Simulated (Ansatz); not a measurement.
Start from `CC([SiH3])NP` and change one atom or group to get `C[CH]([SiH3])[AlH][AlH2]`.

Ansatz, PBE0-D4/def2-TZVP geometries, multiplicity 1. Each molecule was computed in one conformer, which needn't be the lowest.

| property | `CC([SiH3])NP` |
| --- | --- |
| size of the dipole moment (PBE/def2-TZVPP) / D | 1.97 |
| LUMO energy (PBE/def2-TZVPP) / eV | -0.87 |
| HOMO–LUMO gap (B3LYP/def2-TZVPP) / eV | 6.47 |
| HOMO energy (ωB97M-V/def2-TZVPP) / eV | -9.15 |
| HOMO energy (PBE/def2-TZVPP) / eV | -5.59 |
| HOMO energy (PBE0/def2-TZVPP) / eV | -6.89 |

**Question.** Give the same properties after the change, and the shifts. (Estimate.)

**Answer.** Computed: 
| property | `C[CH]([SiH3])[AlH][AlH2]` | shift |
| --- | --- | --- |
| size of the dipole moment (PBE/def2-TZVPP) / D | 1.11 | -0.86 |
| LUMO energy (PBE/def2-TZVPP) / eV | -2.84 | -1.97 |
| HOMO–LUMO gap (B3LYP/def2-TZVPP) / eV | 4.32 | -2.15 |
| HOMO energy (ωB97M-V/def2-TZVPP) / eV | -8.66 | 0.49 |
| HOMO energy (PBE/def2-TZVPP) / eV | -5.74 | -0.15 |
| HOMO energy (PBE0/def2-TZVPP) / eV | -6.74 | 0.15 |

With PBE0 the HOMO rises by 0.15 eV and the LUMO falls by 2.10 eV, so the gap narrows by about 2.25 eV. PBE moves the HOMO by -0.15 eV and ωB97M-V by 0.49 eV. Dipoles are sizes alone; their direction can turn.

B3LYP here is the variant with VWN-RPA as its local correlation; programs differ in this.
